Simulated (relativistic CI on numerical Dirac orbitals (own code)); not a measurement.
**Line list: Forbidden lines, Bi XLIII**

These numbers are calculated, not measured: Dirac-Coulomb-Breit CI, KLI orbitals optimised for each configuration, a model potential for QED, unscaled Slater integrals (own radial code, finite nucleus).

Configuration list (outside the closed core [Ar] 3d10): 4s2.4p6.4d5, 4s2.4p6.4d4.4f, 4s2.4p5.4d6, 4s.4p6.4d6, 4s2.4p5.4d5.4f, 4s.4p6.4d5.4f, 4s2.4p6.4d4.5s, 4s2.4p6.4d3.4f.5s, 4s2.4p6.4d4.5p, 4s2.4p6.4d4.5d, 4s2.4p5.4d5.5s, 4p6.4d6.4f, 4s2.4p6.4d4.5f, 4s2.4p6.4d3.5s.5p, 4s.4p6.4d4.4f.5s, 4s2.4p6.4d4.5g, 4s2.4p6.4d4.6s, 4p6.4d7, 4p5.4d8, 4p5.4d7.4f, 4s2.4p6.4d3.5s2, 4s2.4p6.4d2.4f.5s2, 4s2.4p5.4d3.4f.5s2, 4s.4p6.4d3.4f.5s2. Double excitations out of closed p, d and f shells are left out; levels of such configurations are missing from the list, as are those of other unlisted configurations, and high levels can miss mixing partners. These lack a partner that the ground configuration has and come out too high: 4s2.4p5.4d5.5s.

```
λ vac (nm)                     Lower                     Upper  Type   A (s⁻¹)  log gf
    30.389    4s2.4p6.4d5 6S_5/2 [2]   4s2.4p6.4d5 4P_3/2 [18]    M1  2.09e+05   -4.94
    30.770    4s2.4p6.4d5 2G_9/2 [6]   4s2.4p6.4d5 2G_7/2 [24]    M1  1.05e+05   -4.93
    30.813    4s2.4p6.4d5 2F_7/2 [9]   4s2.4p6.4d5 2G_9/2 [25]    M1  1.08e+05   -4.81
    30.917    4s2.4p6.4d5 4G_7/2 [3]   4s2.4p6.4d5 4F_5/2 [22]    M1  1.65e+05   -4.85
    32.501    4s2.4p6.4d5 4G_7/2 [3]   4s2.4p6.4d5 2H_9/2 [19]    M1  7.29e+04   -4.94
    32.618  4s2.4p6.4d5 2I_11/2 [13]  4s2.4p6.4d5 2H_11/2 [30]    M1  3.64e+05   -4.16
    33.123   4s2.4p6.4d5 4D_7/2 [12]   4s2.4p6.4d5 2F_7/2 [29]    M1  2.25e+05   -4.53
    33.221   4s2.4p6.4d5 2H_11/2 [4]   4s2.4p6.4d5 2H_9/2 [19]    M1  9.01e+04   -4.83
    33.384   4s2.4p6.4d5 6S_5/2 [11]   4s2.4p6.4d5 4P_5/2 [28]    M1  8.58e+05   -4.07
    34.063    4s2.4p6.4d5 2F_7/2 [9]   4s2.4p6.4d5 2G_7/2 [24]    M1  1.03e+05   -4.84
    34.372   4s2.4p6.4d5 4G_9/2 [14]   4s2.4p6.4d5 2F_7/2 [29]    M1  2.62e+05   -4.43
    34.542    4s2.4p6.4d5 6S_5/2 [2]   4s2.4p6.4d5 4D_7/2 [12]    M1  9.52e+04   -4.87
    34.857    4s2.4p6.4d5 2G_9/2 [6]   4s2.4p6.4d5 2G_7/2 [20]    M1  7.45e+04   -4.96
    35.418    4s2.4p6.4d5 4G_7/2 [3]   4s2.4p6.4d5 2F_5/2 [17]    M1  1.28e+05   -4.84
    35.533    4s2.4p6.4d5 2G_9/2 [6]   4s2.4p6.4d5 2H_9/2 [19]    M1  2.68e+05   -4.30
    36.380    4s2.4p6.4d5 4D_3/2 [5]   4s2.4p6.4d5 4P_3/2 [18]    M1  3.31e+05   -4.58
    37.423   4s2.4p6.4d5 4D_7/2 [12]   4s2.4p6.4d5 4P_5/2 [28]    M1  1.75e+05   -4.66
    37.564    4s2.4p6.4d5 4P_5/2 [1]    4s2.4p6.4d5 4D_3/2 [5]    M1  3.64e+05   -4.51
    37.627    4s2.4p6.4d5 2F_7/2 [9]   4s2.4p6.4d5 4F_5/2 [22]    M1  1.49e+05   -4.72
    38.038    4s2.4p6.4d5 4D_3/2 [5]   4s2.4p6.4d5 4D_1/2 [16]    M1  3.25e+05   -4.85
    38.320   4s2.4p6.4d5 2H_11/2 [4]  4s2.4p6.4d5 2I_13/2 [15]    M1  5.26e+04   -4.79
    38.674    4s2.4p6.4d5 4P_5/2 [1]    4s2.4p6.4d5 4G_7/2 [3]    M1  1.58e+05   -4.55
    38.885    4s2.4p6.4d5 6S_5/2 [2]   4s2.4p6.4d5 6S_5/2 [11]    M1  6.44e+05   -4.06
    39.381    4s2.4p6.4d5 4G_7/2 [3]   4s2.4p6.4d5 4G_9/2 [14]    M1  1.38e+05   -4.49
    40.443   4s2.4p6.4d5 2H_11/2 [4]   4s2.4p6.4d5 4G_9/2 [14]    M1  8.84e+04   -4.66
    41.160    4s2.4p6.4d5 4G_7/2 [3]   4s2.4p6.4d5 4D_7/2 [12]    M1  1.39e+05   -4.55
    41.535    4s2.4p6.4d5 2D_5/2 [7]   4s2.4p6.4d5 2F_5/2 [17]    M1  1.40e+05   -4.66
    41.819   4s2.4p6.4d5 2H_11/2 [4]  4s2.4p6.4d5 2I_11/2 [13]    M1  2.24e+05   -4.15
    46.148    4s2.4p6.4d5 2G_9/2 [6]   4s2.4p6.4d5 4D_7/2 [12]    M1  8.93e+04   -4.64
    47.165    4s2.4p6.4d5 4P_5/2 [1]    4s2.4p6.4d5 6S_5/2 [2]    M1  3.22e+05   -4.19
```

Terms are leading LS components. Brackets give the number of a level in order of energy, since labels repeat. The list gives strong lines, with weight on those to low levels, among the lowest 400 of 10805 levels, so that lines to higher ones, which can be the strongest, are missing. Levels whose partners in the same complex of configurations lie outside the list can be far off, and so can their lines. Rates are taken at the computed energies, electric ones in the length gauge.

At this charge energies of transitions that change n are usually good to better than 1 %, and those within a shell (Δn = 0) to a few per cent.

LS names give the leading component of a level, which can be under half, so a name can repeat, a term be missing and a line seem to break the LS rules.
